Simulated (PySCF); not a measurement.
## Basis and Hamiltonian dependence of the excitation energy of W

W [Xe] 4f14 5d4 6s2 (5D) → W [Xe] 4f14 5d4 6s1 7s1 (7D). Calculated with PySCF 2.14 from differences of total energies of unrestricted determinants, without spin-orbit coupling. Values in eV.

| basis | Hamiltonian | functions | UHF | LDA | PBE0 | MP2 (valence) | CCSD(T) (valence) |
| --- | --- | --- | --- | --- | --- | --- | --- |
| aug-cc-pVDZ-PP with ECP60MDF | ECP | 54 | 3.619 | 5.308 | 4.727 | 4.749 | 5.018 |
| def2-QZVPPD with the def2 core potential (60 electrons) | ECP | 84 | 4.367 | 5.775 | 5.264 | 5.494 | 5.703 |
| aug-cc-pVTZ-PP with ECP60MDF | ECP | 88 | 3.578 | n/a | n/a | 4.823 | 5.064 |
| ANO-RCC-VTZP | spin-free X2C | 104 | 4.324 | 5.783 | 5.303 | 5.316 | 5.636 |
| aug-cc-pVTZ-PP with one added diffuse shell each of s, p, d, f, g type with ECP60MDF | ECP | 113 | 3.569 | 5.267 | 4.685 | 4.821 | n/a |
| aug-cc-pVQZ-PP with ECP60MDF | ECP | 135 | 3.568 | 5.263 | 4.687 | 4.854 | n/a |

Frozen in the all-electron rows: valence: [Xe] 4f14; with a core potential, the same shells as far as they lie outside it.

At UHF, def2-QZVPPD with the def2 core potential (60 electrons), ANO-RCC-VTZP lie more than 0.3 eV from the median of the rows with comparable relativity. Of these, def2-QZVPPD with the def2 core potential (60 electrons), ANO-RCC-VTZP have no diffuse functions of the l that the added or promoted electron needs.
